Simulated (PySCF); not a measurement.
Frontier orbitals and the lowest excitations

Compound: C4H9ClOSi.
Z-matrix (Å and degrees, PBE0-D3(BJ)/def2-SVP geometry), rows numbered from 1:
```
C 
C   1  1.3398
C   2  1.4920  1  124.84
O   2  1.3587  1  123.67  3  -179.97
Si  4  1.6819  2  127.59  1    -1.26
C   5  1.8800  4  104.82  2  -179.18
Cl  6  1.7925  5  107.00  4  -179.17
H   1  1.0899  2  120.33  3    -0.07
H   1  1.0934  2  122.28  3   179.85
H   3  1.1017  2  110.03  1  -120.07
H   3  1.0970  2  111.57  1     1.12
H   3  1.1014  2  109.95  1   122.34
H   5  1.4896  4  110.79  2    62.14
H   5  1.4897  4  110.60  2   -60.69
H   6  1.0992  5  112.40  4   -60.27
H   6  1.0992  5  112.23  4    62.18
```

Theory: PySCF 2.14.0, density-fitted response routines, TDDFT wB97X-D/def2-SVPD, vertical, gas phase, core orbitals frozen in the response.

Kohn–Sham orbitals with the atoms that hold most of them (Löwdin shares over 4%, at most four atoms; ? is withheld):

| orbital | ε (eV) | atoms |
| --- | --- | --- |
| LUMO+2 | 2.30 | C2 32%, C1 27%, O4 9%, H9 6% |
| LUMO+1 | 2.14 | Si5 30%, Cl7 22%, C6 14%, H14 6% |
| LUMO | 1.66 | ? |
| HOMO | -8.74 | ? |
| HOMO-1 | -10.27 | Cl7 60%, C6 21%, Si5 10% |
| HOMO-2 | -10.67 | Cl7 79%, C6 13% |
| HOMO-3 | -11.36 | Si5 28%, H13 22%, O4 18%, H14 13% |

Question: Which atoms hold the HOMO, and with what shares?

Answer: C1 (bonded to C and 2 H) 39%; C2 (bonded to 2 C and O) 26%; O4 (bonded to C and Si) 18%; C3 (bonded to C and 3 H) 4%. By element: carbon 69% or more, oxygen 18%.

Question: Which atoms hold the LUMO, and with what shares?

Answer: Cl7 (bonded to C) 33%; Si5 (bonded to C, O and 2 H) 18%; C6 (bonded to Cl, Si and 2 H) 14%; O4 (bonded to C and Si) 8%.

Question: How does S1 compare with the orbital gap of 10.39 eV?

Answer: S1 is at 6.42 eV (f = 0.011), 3.97 eV below the gap, made of HOMO→LUMO (65%), HOMO→LUMO+3 (26%). 

Next come S2 at 6.88 eV (f 0.252), HOMO→LUMO+2 (63%), HOMO-1→LUMO (26%); S3 at 6.96 eV (f 0.055), HOMO-1→LUMO (51%), HOMO→LUMO+2 (30%); S4 at 7.01 eV (f 0.0036), HOMO→LUMO+3 (37%), HOMO→LUMO+1 (23%), HOMO→LUMO (11%); S5 at 7.28 eV (f 0.0001), HOMO-2→LUMO (57%), HOMO→LUMO+1 (13%).

Löwdin shares depend on the basis, the more so with diffuse functions.

On Arm Neoverse V1, one thread, no GPU, on a shared host, this took 2.0 min of wall time (grids of density and orbitals included) and 1.0 GiB of memory at its peak.

One conformer stands for the species.
